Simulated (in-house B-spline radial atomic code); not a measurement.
The numbers below are computed, except where a source is named.
# Extrapolating the RPA correlation energy in partial waves: Ca II (Ca+)

All-electron RPA on r2SCAN orbitals from an all-electron radial atomic-structure program (B-spline basis), scalar-relativistic (spin-free one-electron X2C), finite nucleus, configuration [Ar] 4s1, highest spin. RPA overbinds a lone outer s electron by self-correlation, and G0W0 tends to as well. With empty states up to angular momentum L the sums are:

```json
{"L": "3", "E_c(L) (hartree)": "-1.034830"}
{"L": "4", "E_c(L) (hartree)": "-1.113102"}
{"L": "5", "E_c(L) (hartree)": "-1.143960"}
{"L": "6", "E_c(L) (hartree)": "-1.158439"}
{"L": "7", "E_c(L) (hartree)": "-1.166095"}
```

For large l each further wave adds A/(l + 1/2)⁴, because the basis must build the cusp where two electrons meet.

Problem. Estimate the limit from L = 6 and L = 7.

Solution. Wave 7 adds -0.007656, against a sum of (l + 1/2)⁻⁴ of 3.16049e-04, so A = -24.224. The sum over l > 7 is ζ(4, 8.5) = 6.4602e-04, close to 1/(3 × 8³) = 6.5104e-04. The tail is -0.015649 and the limit -1.18174 hartree.

Problem. How good is the estimate?

Solution. A run to L = 11 sums to -1.17609 and extrapolates to -1.17998 hartree, 0.21 millihartree from the run before. The estimate differs from that by -1.76 millihartree, while the bare sum at L = 7 misses 13.9 millihartree (1.2 %).
